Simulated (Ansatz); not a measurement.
The molecule GeSe+, multiplicity 2 (lowest of 2S+1 = 2, 4 at CCSD(T)/def2-TZVPP on PBE0 minima; our sources give no spin for the ground state, which may be another). No spin–orbit coupling. Ge is treated without relativity. Se is treated without relativity.

Constants: fifth-degree fit in 1/R to seven points, most abundant isotopes. Runs in def2 and cc sets follow the lowest solution found near the PBE0 minimum.

Correlated levels freeze the inner cores; with def2 sets outer-core shells near the valence are correlated too.

Run with Ansatz (Gaussian orbitals). 

```json
[
 {"level": "PBE/def2-TZVPP", "r_e (Å)": "2.322", "ω_e (cm⁻¹)": "311", "ω_e x_e (cm⁻¹)": "0.72"},
 {"level": "B97M-V/def2-TZVPP", "r_e (Å)": "2.298", "ω_e (cm⁻¹)": "324", "ω_e x_e (cm⁻¹)": "0.75"},
 {"level": "B3LYP/def2-TZVPP", "r_e (Å)": "2.314", "ω_e (cm⁻¹)": "317", "ω_e x_e (cm⁻¹)": "0.71"},
 {"level": "PBE0/def2-TZVPP", "r_e (Å)": "2.293", "ω_e (cm⁻¹)": "…", "ω_e x_e (cm⁻¹)": "0.72"},
 {"level": "BHLYP/def2-TZVPP", "r_e (Å)": "2.287", "ω_e (cm⁻¹)": "335", "ω_e x_e (cm⁻¹)": "0.71"},
 {"level": "CAM-B3LYP/def2-TZVPP", "r_e (Å)": "2.283", "ω_e (cm⁻¹)": "335", "ω_e x_e (cm⁻¹)": "0.70"},
 {"level": "CCSD/def2-TZVPP", "r_e (Å)": "2.286", "ω_e (cm⁻¹)": "337", "ω_e x_e (cm⁻¹)": "0.74"},
 {"level": "CCSD(T)/def2-TZVPP", "r_e (Å)": "…", "ω_e (cm⁻¹)": "…", "ω_e x_e (cm⁻¹)": "0.77"}
]
```

Complete the blanks.


- CCSD(T)/def2-TZVPP, r_e (Å): 2.296
- CCSD(T)/def2-TZVPP, ω_e (cm⁻¹): 329
- PBE0/def2-TZVPP, ω_e (cm⁻¹): 330

Ansatz is an electronic-structure program.
